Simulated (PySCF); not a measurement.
A run for PySCF: R-MP2/6-31G* on ammonia borane (SMILES [BH3-][NH3+]), a point of a torsion scan.

```python
from pyscf import gto, scf, dft, mp
from pyscf.data.elements import chemcore

mol = gto.M(
    atom='''
    B    -0.82845472    0.08562501   -0.00613971
    N     0.83075481   -0.03586109    0.00307402
    H    -1.19920717   -0.66234861   -0.85483429
    H    -1.06231532    1.22300179   -0.27219286
    H    -1.18271833   -0.21814859    1.08804530
    H     1.15613745   -0.09650366   -0.95384751
    H     1.08117717   -0.88143198    0.50152542
    H     1.22178585    0.77405688    0.46765109
    ''',
    basis='6-31g*',
    cart=True,
    charge=0, spin=0, verbose=3, max_memory=1800)
mf = scf.RHF(mol)
mf.conv_tol = 1e-8
mf.max_cycle = 100
mf.kernel()
if not mf.converged:
    mf = mf.newton().run(mf.mo_coeff, mf.mo_occ)
pt = mp.MP2(mf, frozen=chemcore(mol)).run()
```

It printed:

```
converged SCF energy = -82.6094000646083
E(RMP2) = -82.8711628505695  E_corr = -0.261762785961178
E(SCS-RMP2) = -82.8744357474545  E_corr = -0.265035682846114
```

The calculation finished and met its thresholds.

Cost: very roughly 0.4 core-seconds.
